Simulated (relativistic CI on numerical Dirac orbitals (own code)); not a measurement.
## Slater and spin-orbit integrals, Os²³⁺

Method of calculation: Dirac-Coulomb-Breit CI, separate exchange-only KLI orbitals for each configuration, model QED (radiative potential, 1s self-energy scaled to tabulated hydrogen-like ionisation energies), unscaled Slater integrals (own radial code, finite nucleus).

Slater integrals F^k, G^k are unscaled and averaged over j, outside the closed core [Ar] 3d10 4p6 4d10; ζ comes from projecting the Hamiltonian with its Breit term on Σ l·s of the shell.

- 4s²4f⁷: F^2(4f,4f) = 226870, F^4(4f,4f) = 146870, F^6(4f,4f) = 107070, ζ(4f) = 8157.2 cm⁻¹; <r>(4f) = 0.4548, <r^2>(4f) = 0.2396 (bohr units).
- 4s²4f⁶5s: F^2(4f,4f) = 229540, F^4(4f,4f) = 148710, F^6(4f,4f) = 108450, ζ(4f) = 8380.2, G^3(4f,5s) = 34506 cm⁻¹; <r>(4f) = 0.4504, <r^2>(4f) = 0.2348, <r>(5s) = 0.807, <r^2>(5s) = 0.7252 (bohr units).
- 4s²4f⁵5s²: F^2(4f,4f) = 232460, F^4(4f,4f) = 150720, F^6(4f,4f) = 109960, ζ(4f) = 8605.9 cm⁻¹; <r>(4f) = 0.4456, <r^2>(4f) = 0.2296 (bohr units).

Averages of the first 5 configurations, taken without configuration mixing, which lowers the lowest level and can move excited configurations by several eV; other configurations of the list can lie among them:

| Configuration | Parity | States | Average energy above the lowest level (eV) |
| --- | --- | --- | --- |
| 4s²4f⁷ | odd | 3432 | 27.5 |
| 4s²4f⁶5s | even | 6006 | 102.7 |
| 4s²4f⁵5s² | odd | 2002 | 187.3 |
| 4s²4f⁶6s | even | 6006 | 348.2 |
| 4f⁹ | odd | 2002 | 1278.7 |
